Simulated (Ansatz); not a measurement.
`O[Si]1(Cl)CO1` + `NC(S)O[SiH3]` → `N[Si]1(Cl)CO1` + `OC(S)O[SiH3]`  (redistribution)

Computed with Ansatz on PBE0-D4/def2-TZVP structures; ΔE is electronic, products minus reactants. CCSD(T)/CBS is the MP2 limit (def2-TZVPP, def2-QZVPP) plus CCSD(T) − MP2 in def2-TZVPP, frozen cores. DFT in def2-TZVPP. One conformer a species, not always the lowest.

Task: Is it downhill or uphill in electronic energy at CCSD(T)/CBS, and by how much? (An estimate is asked.)

Result: The calculation gave: Uphill: ΔE = +43.5 kJ/mol.

Task: What do these levels give: r2SCAN-D4, SCS-MP2/def2-TZVPP, CCSD(T)/def2-TZVPP, HF/def2-QZVPP, MP2/CBS(def2), CCSD/CBS(def2)? (Estimate.)

Result: The calculation gave: r2SCAN-D4 41.9, SCS-MP2/def2-TZVPP 46.3, CCSD(T)/def2-TZVPP 45.1, HF/def2-QZVPP 43.5, MP2/CBS(def2) 45.2, CCSD/CBS(def2) 43.4 kJ/mol.

Largest T1 diagnostic among the species: 0.012.
